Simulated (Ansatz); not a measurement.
Basis sets compared for fac-CrCl3(PH3)3 (CrP3H9Cl3). The state is a quartet with charge 0. Geometry PBE-D4/def2-SVP. Ansatz on 4 threads of Arm Neoverse V1 on a shared host; times are rough, and most runs start from earlier orbitals.

```xyz
16

Cr    0.1266   -0.9328    0.0024
Cl   -1.5279   -2.1475   -1.0249
P     1.7141    0.5651    1.0129
H     1.3590    1.4048    2.1220
H     2.4230    1.5474    0.2422
H     2.8198   -0.1217    1.5867
Cl    2.0355   -1.6640   -1.0413
P    -1.7936    0.0889    1.0291
H    -2.6700   -0.8664    1.6147
H    -2.7465    0.8429    0.2646
H    -1.6656    0.9971    2.1337
Cl    0.2670   -1.8962    2.0808
P    -0.0524    0.3175   -2.0447
H     0.0537   -0.5092   -3.1974
H     0.9012    1.3318   -2.3954
H    -1.2440    1.0422   -2.3854
```

Binding counts from free atoms (Cr septet, Cl doublet, P quartet, H doublet) in the same basis, without a counterpoise term.

| level | functions | energy (Eh) | HOMO (eV) | LUMO (eV) | binding per atom (eV) | wall time |
| --- | --- | --- | --- | --- | --- | --- |
| PBE-D4/def2-SVP | 184 | -3452.5475 | -4.99 | -2.84 | 2.82 | 7.5 s |
| PBE0-D4/def2-SVP | 184 | -3452.7670 | -6.86 | -2.02 | 2.73 | 12 s |

Q: Estimate the rows for PBE-D4/def2-TZVP (with forces), PBE0-D4/def2-TZVP.

A: 
```tsv
level	functions	energy (Eh)	HOMO (eV)	LUMO (eV)	binding per atom (eV)	wall time
PBE-D4/def2-TZVP (with forces)	321	-3453.5400	-5.27	-3.17	2.83	16 s
PBE0-D4/def2-TZVP	321	-3453.7457	-7.11	-2.13	2.74	45 s
```
